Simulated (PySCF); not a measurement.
revPBE on P⁻ (phosphorus, charge -1), [Ne] 3s2 3p4, high-spin 3P determinant. All numbers are calculated (PySCF 2.14, no relativity, point nucleus, in aug-cc-pV(T+d)Z).

```
cycle= 1 E= -341.236920372337  delta_E= -0.00769  |g|= 0.0255  |ddm|= 0.236
cycle= 2 E= -341.237107730012  delta_E= -0.000187  |g|= 0.0113  |ddm|= 0.0827
cycle= 3 E= -341.23711780168  delta_E= -1.01e-05  |g|= 0.0131  |ddm|= 0.065
cycle= 4 E= -341.237282486849  delta_E= -0.000165  |g|= 0.00118  |ddm|= 0.0299
cycle= 5 E= -341.237285608306  delta_E= -3.12e-06  |g|= 0.000269  |ddm|= 0.00856
cycle= 6 E= -341.237285710468  delta_E= -1.02e-07  |g|= 1.45e-05  |ddm|= 0.000905
cycle= 7 E= -341.237285710821  delta_E= -3.53e-10  |g|= 5.42e-06  |ddm|= 9.53e-05
converged SCF energy = -341.237285710821  <S^2> = 2.0092704  2S+1 = 3.0061739
```

Highest occupied orbital energy: 1.838 eV; ⟨L²⟩ = 2.04; populations by l: s 6.00, p 10.00, d 0.00, f 0.00.

Task: Can this result be used?

Result: With care. The calculation finished and met its thresholds. At revPBE the highest occupied level has a positive energy, so only the finite basis holds that electron; in a semilocal or global hybrid functional this comes from self-interaction and does not mean that the real anion is unbound.
